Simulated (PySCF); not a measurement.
Give a PBE0-D3(BJ)/def2-SVP geometry of `N#[C][Ge@H]([NH2])[AsH2]`.

```xyz
10
CH5AsGeN2 angstrom
N      0.0800    2.8098   -0.6373
C     -0.0574    1.6624   -0.5374
Ge    -0.2456   -0.2533   -0.3775
N     -1.6579   -0.4651    0.7619
As     1.6867   -1.2533    0.6604
H     -0.4308   -0.7643   -1.8232
H     -1.9054   -1.4317    0.9565
H     -2.4963    0.0520    0.5095
H      1.9398   -0.0004    1.4875
H      2.5877   -0.7739   -0.4726
```

Any rigid rotation of these coordinates is as good. Atoms count from 1 in this order. Ge3 (germanium bonded to As, C, N and H) is distorted tetrahedral (angles from 104.0° to 116.9°). As5 (arsenic bonded to Ge and 2 H) is pyramidal (angles 92.7°, 91.5° and 91.3°, sum 275.5°, 0.95 Å off the plane of its three neighbours). N4 (nitrogen bonded to Ge and 2 H) is pyramidal (angles 115.1°, 114.7° and 109.3°, sum 339.0°, 0.32 Å off the plane of its three neighbours).

Bonds between heavy atoms (Å): N1≡C2 1.160, C2–Ge3 1.932, Ge3–N4 1.827, Ge3–As5 2.411.

The calculation used PBE0-D3(BJ)/def2-SVP geometry optimisation, gas phase in PySCF 2.14.0.

Point group: C1 (no symmetry element, even within 0.4 Å). No PBE0-D3(BJ)/def2-SVP frequencies stand behind this structure, so it isn't proved a minimum. One conformer, not necessarily the lowest (C2–Ge3–N4–H 180° and 52°, C2–Ge3–As5–H 31° and -62°).
